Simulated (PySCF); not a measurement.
B3LYP has the VWN-RPA correlation part, as in Gaussian. Delta-SCF ions had no search for a lower state. Excitations are Tamm–Dancoff values on a coarser integration grid. The basis has no diffuse functions, so Rydberg states are missing or too high.

## C4H12GeO2, SMILES `C[O][Ge]([CH3])([CH3])[O]C` (C–O–Ge–O torsion -55°, O–Ge–O–C torsion 169°) (charge 0, multiplicity 1)

The numbers are results of B3LYP-D3(BJ)/def2-TZVP // B3LYP-D3(BJ)/def2-SVP in PySCF 2.14.0, not measurements.

The HOMO comes out as -7.20 eV and the dipole moment is 2.11 D. The HOMO–LUMO gap is 7.57 eV. The LUMO is 0.37 eV, the S1 excitation (TDA) comes out as 6.67 eV and the S1 oscillator strength is 0.021. The T1 excitation (TDA) comes out as 6.38 eV and the S1–T1 gap (TDA) is 0.29 eV. The vertical ionisation energy (Delta-SCF) is 9.14 eV, the total energy is -2387.3497 Ha and the cost is very roughly 10 core-minutes.

```xyz
19

C      2.6620     0.0191    -0.4565
O      1.8028    -0.2215     0.6345
Ge     0.0353    -0.2053     0.4215
C     -0.7176    -0.3197     2.2111
C     -0.5329    -1.5972    -0.8330
O     -0.2821     1.4044    -0.3128
C     -1.5364     1.7401    -0.8446
H      2.4465     0.9839    -0.9506
H      3.6995     0.0458    -0.0848
H      2.6024    -0.7777    -1.2251
H     -0.4876    -1.2989     2.6566
H     -1.8099    -0.1913     2.1813
H     -0.2797     0.4696     2.8385
H     -0.2002    -2.5815    -0.4709
H     -0.0940    -1.4170    -1.8254
H     -1.6288    -1.6125    -0.9319
H     -2.3405     1.7440    -0.0805
H     -1.8562     1.0588    -1.6592
H     -1.4824     2.7570    -1.2684
```
